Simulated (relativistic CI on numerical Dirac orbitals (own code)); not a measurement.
What each ingredient does to the levels of Sm54+

Base calculation: Dirac-Coulomb-Breit CI, KLI orbitals optimised for each configuration, a model potential for QED, unscaled Slater integrals.

Configuration list (outside the closed core 1s2): 2s2.2p4, 2s.2p5, 2p6, 2p5.3s, 2p5.3p, 2p5.3d, 2s2.2p3.3s, 2s2.2p3.3p, 2s2.2p3.3d, 2s.2p4.3s, 2s.2p4.3p, 2s.2p4.3d, 2s2.2p3.4s, 2s2.2p3.4p, 2s2.2p3.4d, 2s2.2p3.4f, 2s.2p4.4s, 2s2.2p2.3s2, 2s.2p4.4p, 2s.2p4.4d, 2s.2p4.4f, 2s2.2p2.3s.3p, 2s2.2p3.5s, 2s2.2p3.5p, 2s2.2p2.3s.3d, 2s2.2p3.5d, 2s2.2p2.3p2, 2s2.2p3.5f, 2s2.2p3.5g, 2s2.2p2.3p.3d, 2s.2p3.3s2, 2s2.2p2.3d2, 2s.2p3.3s.3p, 2s.2p3.3s.3d, 2s.2p3.3p2, 2s.2p4.5s. Levels of other configurations are missing.

Variants: (1) non-relativistic limit; (2) one mean potential for all configurations. Shifts of the energy above 2s2.2p4 3P_2, in eV, for the lowest level and the first level of each name with at least 55 % of one term (blank where a level changes its place among those of its configuration and J or its character, or is not in the variant):

```csv
Level,Base,Δ(1),Δ(2)
2s2.2p4 3P_2,0.00,0.00,0.00
2s2.2p4 1S_0,46.84,,-0.01
2s2.2p4 3P_1,623.58,-623.58,+0.06
2s2.2p4 1D_2,641.67,-608.23,+0.07
2s.2p5 3P°_2,938.79,-668.01,+0.18
2s.2p5 1P°_1,1004.69,,+0.18
2s2.2p4 3P_0,1282.72,,+0.13
2s.2p5 3P°_0,1571.80,-1301.02,+0.18
2s.2p5 3P°_1,1606.50,,+0.18
2p6 1S_0,1978.25,-1346.30,+0.48
2s2.2p3.3p 3P_0,6298.59,-87.36,-0.07
2s2.2p3.3d 3P°_0,6363.88,,-0.22
2s2.2p3.3s 3S°_1,6600.60,,+0.24
2s2.2p3.3s 3D°_3,6614.21,-446.07,+0.35
2s2.2p3.3s 1D°_2,6620.94,-442.98,+0.25
2s2.2p3.3s 3P°_0,6653.51,-460.19,+0.17
2s2.2p3.3s 3P°_1,6656.67,-463.36,+0.14
2s2.2p3.3p 3D_1,6744.40,-501.52,+0.17
2s2.2p3.3p 3F_4,6885.28,-635.18,+0.41
2s.2p4.3s 1S_0,6974.15,,+0.07
```

At this charge energies of transitions that change n are usually good to better than 1 %, and those within a shell (Δn = 0) to a few per cent.

Ionisation energy from the two ground configurations alone: base 11059.2 eV. The NIST ASD value (theoretical) is 11060 eV.

LS names give the leading component of a level, which can be under half, so a name can repeat, a term be missing and a line seem to break the LS rules.
